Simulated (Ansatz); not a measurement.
Coupled-cluster diagnostics for Li6Al2, Ansatz.

Geometry of the singlet (PBE-D4/def2-SVP):

```xyz
8

Al   -0.175   -0.744    1.143
Al    0.172    0.747   -1.143
Li   -2.152   -0.618   -0.744
Li    0.704    0.023    3.474
Li    2.152    0.609    0.741
Li   -0.710   -0.021   -3.473
Li    0.366   -1.967   -1.245
Li   -0.357    1.972    1.246
```

Correlated methods freeze 10 core orbitals; core or outer-core shells of Li are correlated, in sets that lack core-valence functions. The structure comes from a short search, and lower isomers may exist.

Q: Estimate the CCSD(T) correlation energy, the shares of MP2 and (T), T1 and the reference's ⟨S²⟩ for: charge 0, singlet, own geometry in def2-TZVPP; and the rough time on 4 threads of Intel Xeon 6975P-C on a shared host.

A: 
```tsv
state	basis	correlation (eV)	MP2 share (%)	(T) share (%)	T1	⟨S²⟩ (pure)	wall time	remarks
charge 0, singlet, own geometry	def2-TZVPP	-14.436	86.5	6.1	0.020	0.00 (0.00)	18 s	restricted SCF unstable
```
Customary marks for T1 are 0.02 (closed shells), 0.045 (open shells) and about 0.05 (3d metals). T1 stays under 0.02 throughout.
